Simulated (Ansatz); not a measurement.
Total energies of SnHMe2I (C₂H₇ISn) from Ansatz at ωB97X-V/def2-TZVPD, gas phase (1 Eh = 27.2114 eV = 2625.5 kJ/mol). The reference geometry is relaxed at r2SCAN-D4/def2-SVP.

```xyz
11

Sn   -0.0461   -0.7324    0.1415
H     0.8738   -2.0401    0.7718
C     0.7980    0.0640   -1.6706
H     1.8005    0.4705   -1.4679
H     0.1497    0.8648   -2.0535
H     0.8733   -0.7317   -2.4248
C    -0.4435    0.7780    1.6217
H    -0.9495    0.3260    2.4861
H    -1.0921    1.5517    1.1872
H     0.5018    1.2357    1.9506
I    -2.4658   -1.7865   -0.5419
```

| state | geometry | energy (Eh) |
| --- | --- | --- |
| charge 0 singlet | reference | -592.45891 |
| charge -1 doublet | reference | -592.43394 |
| free Sn atom (triplet) | – | -214.22460 |
| free H atom (doublet) | – | -0.50049 |
| free C atom (triplet) | – | -37.84665 |
| free I atom (doublet) | – | -297.66780 |

In the def2 sets I, Sn take a core potential; there is no spin–orbit coupling.

Q: Work out the vertical electron affinity, to the doublet.

A: E(charge 0 singlet) − E(charge -1 doublet) = -592.45891 − (-592.43394) = -0.02497 Eh = -0.68 eV; negative, so the extra electron isn't bound.

Q: What is the binding energy per atom against free atoms?

A: Atoms: 1 × (-214.22460) + 7 × (-0.50049) + 2 × (-37.84665) + 1 × (-297.66780) = -591.08913 Eh. Binding: -591.08913 − (-592.45891) = 1.36978 Eh = 37.27 eV, or 3.39 eV for each of 11 atoms (no zero-point energy, no counterpoise term).

At ωB97X-V/def2-TZVPD the highest occupied level of the charge -1 doublet lies above zero (up to 0.49 eV). By energy differences it is unbound by 0.68 eV (vertical, against the charge 0 singlet, at ωB97X-V/def2-TZVPD) and held by the finite basis.
